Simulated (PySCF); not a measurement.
The isolated species `S=C=[N][Ti]([N]=C=S)([N]=C=S)[N]=C=S` (Ti(NCS)4) is ionised with Al Kα (hν = 1486.6 eV). Calculated photoelectron kinetic energies of its computed core levels, recoil neglected:

```tsv
line	kinetic energy (eV)
1	1193.69
2	1081.99
```

The calculation used delta-SCF UKS SCAN, pcX-2 on the ionised atom (unc-x2c-TZVPall on a metal), pcseg-1 elsewhere, spin-free X2C (PySCF).

Task: Convert to binding energies and name the level and atom behind each line. Bonds: Ti1–N2, Ti1–N5, Ti1–N8, Ti1–N11, N2–C3, C3–S4, N5–C6, C6–S7, N8–C9, C9–S10, N11–C12, C12–S13.

Result: Against the vacuum level, binding energy = hν − kinetic energy.

```
line  binding energy (eV)  level         atoms                  environment
   1               292.91   C 1s  C3/C6/C9/C12     carbon bonded to N and S
   2               404.61   N 1s  N2/N5/N8/N11  nitrogen bonded to C and Ti
```

Out of reach at this photon energy: S 1s (2477.1 eV).

Task: Where does line 1 move with hν = 1000.0 eV?

Result: To 1000.0 − 292.91 = 707.09 eV; every photoline shifts by the change in photon energy, -486.6 eV.

Task: Which effective nuclear charge Zeff reproduces each element's mean 1s value in the hydrogen-like formula E = 13.606 eV × Zeff²?

Result: C (Z = 6): mean 292.9 eV, Zeff = 4.64, Z − Zeff = 1.36; N (Z = 7): mean 404.6 eV, Zeff = 5.45, Z − Zeff = 1.55. Means run over the listed sites, weighted by atom count.

Other core shells, valence and Auger electrons aren't listed. Topologically equivalent atoms share the value of their first member; where this conformer doesn't relate them by symmetry, their own values could differ. Not every level is listed. No level of titanium is listed. Isolated species at its PBE0-D3(BJ)/def2-SVP geometry, gas phase. Metal 2p energies of this one-determinant scheme are less reliable than its 1s energies.
